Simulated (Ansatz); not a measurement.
This Ansatz (a program for electronic structure) input (CCSD(T)/cc-pwCVTZ) gives -125.18996 Eh with 100 basis functions. A basis named .json is the Basis Set Exchange file of that set (core-valence sets with the plain set on hydrogen).

Ansatz 0.2 input:
```yaml
crystal:
  periodic: [false, false, false]
  atoms:
    - {symbol: B, position_ang: [-0.61802600, 0.41469115, 0.02416884]}
    - {symbol: F, position_ang: [0.52723220, -0.20936331, -0.00695393]}
    - {symbol: H, position_ang: [-1.65495985, -0.18918598, -0.05825890]}
basis:
  gaussian:
    orbitals: cc-pwCVTZ.json
magnetization: {spin_polarized: true, initial_magnetization: 1}
correlation: {method: ccsd_t, frozen_orbitals: {B: 0, F: 0, H: 0}}
```

Change:
```diff
- orbitals: cc-pwCVTZ.json
+ orbitals: cc-pVDZ
```

### Question
What does the run give now?

### Answer
-124.95726 Eh (CCSD(T)/cc-pVDZ, 33 functions), a change of +232.70 mEh.
